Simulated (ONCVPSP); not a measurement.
**Plane-wave convergence, ONCV potential for phosphorus (P)**

* Element: P (Z = 15)
* Generator: ONCVPSP 4.0.1
* Type: optimised norm-conserving Vanderbilt (ONCV)
* Functional: PBEsol
* Relativity: scalar-relativistic
* Frozen core: [Ne]
* Valence charge: 5
* Reference configuration: 3s2 3p3
* Partial waves: 3s: rc 1.20 bohr, ncon 3, nbas 6, qcut 6.4 1/bohr, 3 projectors, debl 3.7 Ha; 3p: rc 1.75 bohr, ncon 3, nbas 6, qcut 3.9 1/bohr, 2 projectors, debl 1 Ha
* Local potential: polynomial inside 1.05 bohr (lpopt 5, dvloc0 4 Ha)
* Core correction: none

**Question.** For each optimised wave give the share of its norm inside rc, the residual kinetic energy above qcut (Ha) and the cutoffs (Ha) for errors of 10, 1, 0.1 and 0.01 mHa per electron.

**Answer.**

| wave | norm inside rc | residual KE | 10 mHa | 1 mHa | 0.1 mHa | 0.01 mHa |
| --- | --- | --- | --- | --- | --- | --- |
| 3s | 0.148 | 4.8e-04 | 6.6 | 16.1 | 89.4 | not reached |
| s projector 2 | 0.082 | 5.7e-03 | 17.4 | 64.2 | 120.1 | 163.4 |
| s projector 3 | 0.057 | 1.7e-02 | 22.9 | 33.6 | 138.3 | 175.6 |
| 3p | 0.301 | 1.6e-04 | 3.0 | 4.4 | 10.5 | 35.6 |
| p projector 2 | 0.206 | 2.1e-04 | 3.7 | 5.0 | 15.2 | 53.1 |

The occupied waves need 16 Ha and 89 Ha for 1 and 0.1 mHa. Note: ghosts flagged at negative energy: s at -180.9 eV; GHOST(+) flagged for s at 410.6 eV. A true bound ghost makes a file unfit for plane-wave use.
